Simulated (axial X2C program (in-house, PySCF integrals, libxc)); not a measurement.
# Outer orbitals of GeS⁻ at 2.116 Å, HF

All values were computed with an in-house relativistic program for diatomic molecules. Spin-free means the one-electron spin-free X2C Hamiltonian; two-component (2c) means X2C with spin–orbit coupling and atomic mean-field two-electron Coulomb and Gaunt terms, so the difference of the two also holds small scalar two-electron terms. Basis: Ge dyall-acv3z [10s10p8d5f1g], S dyall-av3z [9s8p3d2f] (cores contracted in-house); Gaussian nuclei, density fitting, unrestricted open shells. Masses: Ge 73.921 u, S 31.972 u.

The distance is close to the 2c PBE0 minimum; the highest filled and lowest empty levels are listed.

Spin-free orbitals, state M_S = 1/2, Λ = 1 (beyond evenly filled blocks: π+α) (Löwdin shares):

| symmetry | occupied | ε (eV) | atomic character |
| --- | --- | --- | --- |
| σα | yes | -19.03 | 63% S s, 13% Ge s, 11% Ge p |
| σβ | yes | -18.81 | 64% S s, 12% Ge p, 11% Ge s |
| σα | yes | -10.91 | 48% Ge s, 30% S p, 10% S s |
| σβ | yes | -9.65 | 45% Ge s, 36% S p, 9% S s |
| π+α | yes | -5.09 | 68% S p, 24% Ge p, 4% Ge d |
| σα | yes | -4.64 | 44% S p, 36% Ge p, 13% Ge s |
| σβ | yes | -4.24 | 38% Ge p, 37% S p, 18% Ge s |
| π+β | yes | -4.13 | 74% S p, 14% Ge p, 7% Ge d |
| π-β | yes | -4.13 | 74% S p, 14% Ge p, 7% Ge d |
| π-α | yes | -4.09 | 70% S p, 19% Ge p, 6% Ge d |
| π+α | yes | -0.95 | 57% Ge p, 15% S p, 14% Ge d |
| π-α | no | 3.71 | 94% Ge p, 4% Ge d |
| σα | no | 3.72 | 95% Ge p |
| σβ | no | 3.75 | 94% Ge p, 2% S p |
| π-β | no | 3.78 | 96% Ge p, 2% Ge d |
| π+β | no | 3.78 | 96% Ge p, 2% Ge d |

Spinors with spin–orbit coupling (state Ω = 1/2):

| ω | occupied | ε (eV) | atomic character | λ mixture |
| --- | --- | --- | --- | --- |
| -1/2 | yes | -19.01 | 63% S s, 13% Ge s, 11% Ge p | 100% σ |
| 1/2 | yes | -18.78 | 64% S s, 12% Ge p, 11% Ge s | 100% σ |
| -1/2 | yes | -10.89 | 48% Ge s, 30% S p, 10% S s | 100% σ |
| 1/2 | yes | -9.62 | 45% Ge s, 36% S p, 9% S s | 100% σ |
| 1/2 | yes | -5.12 | 68% S p, 24% Ge p, 4% Ge d | 100% π |
| -1/2 | yes | -4.62 | 44% S p, 36% Ge p, 13% Ge s | 100% σ |
| 1/2 | yes | -4.21 | 38% Ge p, 37% S p, 18% Ge s | 100% σ |
| -1/2 | yes | -4.13 | 74% S p, 14% Ge p, 7% Ge d | 100% π |
| 3/2 | yes | -4.07 | 74% S p, 13% Ge p, 7% Ge d | 100% π |
| -3/2 | yes | -4.05 | 70% S p, 19% Ge p, 6% Ge d | 100% π |
| 1/2 | yes | -1.00 | 56% Ge p, 16% S p, 14% Ge d | 100% π |
| -3/2 | no | 3.71 | 94% Ge p, 4% Ge d | 100% π |
| -1/2 | no | 3.73 | 95% Ge p | 100% σ |
| 1/2 | no | 3.76 | 95% Ge p | 100% σ |
| -1/2 | no | 3.77 | 96% Ge p, 2% Ge d | 100% π |
| 3/2 | no | 3.77 | 96% Ge p, 2% Ge d | 100% π |

How does the gap between the highest filled and lowest empty level change from the spin-free to the 2c table?

From 4.66 to 4.71 eV at HF, a change of 0.05 eV.

Mulliken charges and populations of the two-component result (they depend on the basis, above all on diffuse functions):

Ge -0.13 e (s 7.83 p 14.14 d 10.13 f 0.02), S -0.87 e (s 5.96 p 10.85 d 0.06 f 0.01). ⟨Lz⟩ = 1.00 ħ and ⟨Sz⟩ = -0.50 ħ (-0.51 and 0.01 on the two atoms), which add up to Ω.

The state is a single determinant with fixed occupations, the lowest that a limited PBE0 search found.
